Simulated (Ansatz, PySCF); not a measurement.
GaF₂Br, SMILES [F][Ga]([F])[Br].

Geometry: PBE0-D3(BJ)/def2-SVP. The structure was generated by enumeration; whether it is a known compound was not checked.

Vertical ionisation energy (IE) and electron affinity (EA) in eV. Rows of orbital energies are one-electron estimates. Where ΔSCF, EOM or ADC give a negative EA the extra electron is unbound and the value depends on the basis.

```json
[
 {"level": "−ε(HOMO), −ε(LUMO), PBE0/def2-TZVPD (PySCF)", "IE": "9.45", "EA": "2.37"},
 {"level": "−ε(HOMO), −ε(LUMO), PBE/def2-TZVPD (PySCF)", "IE": "8.10", "EA": "3.31"},
 {"level": "ΔSCF, CAM-B3LYP/def2-SVPD (Ansatz), final states of multiplicity 2 and 2", "IE": "12.17", "EA": "0.74"},
 {"level": "ΔSCF, PBE/def2-SVPD (Ansatz), final states of multiplicity 2 and 2", "IE": "[?]", "EA": "[?]"}
]
```

Task: Complete the blanks. (The exact figures need the calculation; the answer reports its results.)

Result: 
- ΔSCF, PBE/def2-SVPD (Ansatz, a quantum-chemistry and plane-wave program), final states of multiplicity 2 and 2, IE: 11.77
- ΔSCF, PBE/def2-SVPD (Ansatz), final states of multiplicity 2 and 2, EA: 0.82

Task: What vertical singlet–triplet gap does ΔSCF give with CAM-B3LYP/def2-SVPD (Ansatz) and with PBE/def2-SVPD (Ansatz)? (Estimate from the structure and the level; the computed values follow.)

Result: 5.60 and 5.20 eV (triplet above singlet where positive).
